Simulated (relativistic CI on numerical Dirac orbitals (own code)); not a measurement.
A reference radial Dirac CI calculation of He gave the lowest total energy -2.86173 Ha in 27 SCF steps, from this input:

```
atom He  Z=2  charge=0  electrons=2
nucleus A=4  rms_radius_fm=1.6755
hamiltonian dirac-coulomb  breit=on  qed=on  c_scale=1
orbitals kli  potential=per-configuration
slater_scale 1
correlation none
mixing on
grid step=0.0125 r_max=62.6
scf mixing=0.4 start=green max_iterations=150 tolerance=2e-08 node_fill=0.05
configurations
  1s2
  1s 2s
  1s 2p
end
```

One setting was then changed (and the iteration limit cut to 79), and the output read:

```
SCF 1: 1s2
 iter      energy (Ha)   residual   last orbital (Ha)
    1        -2.806262   2.01e-01     -1.24878
    2        -2.836716   1.03e-01     -1.08286
    3        -2.848359   4.16e-03     -0.91058
    4        -2.848404   4.16e-03     -0.92034
    5        -2.848424   2.42e-04     -0.91333
    6        -2.848424   7.95e-05     -0.91359
    7        -2.848424   1.44e-06     -0.91372
    8        -2.848424   7.99e-07     -0.91372
    9        -2.848424   9.74e-10     -0.91372
SCF 2: 1s 2s
 iter      energy (Ha)   residual   last orbital (Ha)
    1        -2.146478   4.10e-02     -0.17768
    2        -2.151677   2.58e-02     -0.17210
    3        -2.155765   3.90e-03     -0.16496
    4        -2.155902   9.67e-04     -0.16546
    5        -2.155902   6.78e-04     -0.16541
    6        -2.155902   9.93e-06     -0.16537
    7        -2.155902   5.52e-06     -0.16537
    8        -2.155902   5.95e-08     -0.16537
    9        -2.155902   2.12e-08     -0.16537
   10        -2.155902   4.84e-11     -0.16537
SCF 3: 1s 2p
 iter      energy (Ha)   residual   last orbital (Ha)
    1        -2.109278   5.51e-02     -0.14190
    2        -2.114707   3.36e-02     -0.13629
    3        -2.118403   1.30e-03     -0.12839
    4        -2.118399   3.12e-04     -0.12834
    5        -2.118400   8.06e-05     -0.12829
    6        -2.118398   9.96e-07     -0.12831
    7        -2.118398   3.85e-07     -0.12831
    8        -2.118398   1.59e-08     -0.12831
orbital energies (Ha): 1s -0.9137
configuration averages (Ha): Dirac-Coulomb, Breit, QED
  1s2                             -2.848424    0.000063    0.000019
  1s 2s                           -2.155902    0.000002    0.000014
  1s 2p                           -2.118398    0.000001    0.000013
levels: no., configuration, term, J, E (cm-1), weight
   1 1s2                    1S   0                0.0  1.00
   2 1s 2s                  3S   1           150354.4  1.00
   3 1s 2s                  1S   0           156759.1  1.00
   4 1s 2p                  3P*  2           159468.9  1.00
   5 1s 2p                  3P*  1           159469.1  1.00
   6 1s 2p                  3P*  0           159470.1  1.00
   7 1s 2p                  1P*  1           162334.3  1.00
lowest total energy -2.848342 Ha
end: converged
```

(1) Which setting was changed?
A. nuclear radius
B. start potential
C. configuration list
D. charge

Answers

(1) A. The nuclear radius 1675.5 fm. This setting is bad on purpose; its numbers may not be properties of the ion.
